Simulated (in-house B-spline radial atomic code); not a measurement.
## Excitations of Kr⁸⁺ by several methods

Full response, energies in eV; labels give the largest channel, * marks a mixed state, a dash one above the method's threshold, and an imaginary frequency an unstable closed-shell reference. Computed with a B-spline radial code for spherical atoms: linear response of the closed shell [Ar] 3d10 with each method's own kernel (bare exchange for TDHF, static screening on G0W0 levels for BSE, the adiabatic kernel for functionals); non-relativistic, point nucleus, no spin-orbit coupling, no double excitations, S, P, D and F terms only. Only terms of natural parity with L up to 3 were computed.

Without relativity these are model numbers for so heavy an element.

| method | 3d → 4s 3D | 3d → 4s 1D | 3d → 4p 3P | α (bohr³) |
| --- | --- | --- | --- | --- |
| TDHF | 91.04 | 92.10 | 108.10 | 0.1988 |
| BSE on G0W0@HF | 89.54 | 90.51 | 106.86 | 0.1975 |
| LDA VWN5 | 83.63 | 84.39 | 101.17 | 0.2095 |
| PBE | 82.89 | 83.73 | 100.43 | 0.2096 |
| PBE0 | 85.27 | 86.14 | 102.73 | 0.2063 |
| B3LYP (VWN-RPA) | ? | ? | ? | ? |
| CAM-B3LYP | 83.52 | 84.52 | 100.79 | 0.2078 |
| LC-wPBE | 82.90 | 83.74 | 100.38 | 0.2097 |
| wB97X | 86.99 | 87.66 | 104.32 | 0.2061 |
| HSE06 | 85.14 | 86.02 | 102.63 | 0.2066 |
| BHandHLYP | 85.96 | 87.06 | 103.12 | 0.2042 |
| BLYP | 81.62 | 82.65 | 98.92 | 0.2104 |
| PBEsol | ? | ? | ? | ? |
| BP86 | 83.96 | 84.73 | 101.53 | 0.209 |
| LDA exchange-only | 82.60 | 83.50 | 99.93 | 0.211 |
| B97-1 | 85.25 | 85.94 | 102.80 | 0.2065 |
| RPBE | 82.66 | 83.49 | 100.18 | 0.2095 |
| OLYP | 82.50 | 83.49 | 99.66 | 0.2068 |

(1) What does B3LYP (VWN-RPA) give?

(2) What does PBEsol give?

Results:

(1) 3d → 4s 3D: 83.74; 3d → 4s 1D: 84.74; 3d → 4p 3P: 101.04; α: 0.2076 (eV, bohr³).

(2) 3d → 4s 3D: 83.38; 3d → 4s 1D: 84.20; 3d → 4p 3P: 100.85; α: 0.2093 (eV, bohr³).
